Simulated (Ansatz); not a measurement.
CsBr, closed-shell singlet (the spin of the measured ground state), most abundant isotopes (78.9183 and 132.9055 u). Constants from fifth-degree fits in 1/R to seven points on the lowest solution found; no spin–orbit coupling, no relativity up to Kr; ω_e x_e and α_e move by some per cent with the fit.

Correlated levels freeze the inner cores; with def2 sets outer-core shells near the valence are correlated too.

Codes used: Ansatz (Gaussian basis) for Hartree–Fock, density functionals and correlated methods.  In def2 rows elements past Kr take small-core potentials, without spin–orbit coupling.

At CCSD(T)/def2-QZVPP: B₀ = 0.035150 cm⁻¹, fundamental 145 cm⁻¹.

Problem. Taking the state as ¹Σ, work out the ideal-gas entropy and heat capacity at 298.15 K and 1 bar (rigid rotor, harmonic oscillator at the fundamental, no nuclear spin).

Solution. 
Translation: S = R(1.5 ln M + 2.5 ln T − 1.1517) with M = 211.824 u gives 175.65 J/(mol K). Rotation: q = kT/(σhcB₀) = 5895.5 with σ = 1 and hc/k = 1.43878 cm K, S = R(ln q + 1) = 80.50. Vibration: u = hcν/kT = 0.699, S = R(u/(eᵘ − 1) − ln(1 − e⁻ᵘ)) = 11.46. Sum S° = 267.6 J/(mol K). C_p = 7R/2 + R u² eᵘ/(eᵘ − 1)² = 37.08 J/(mol K).

Ansatz is a quantum-chemistry and plane-wave program.
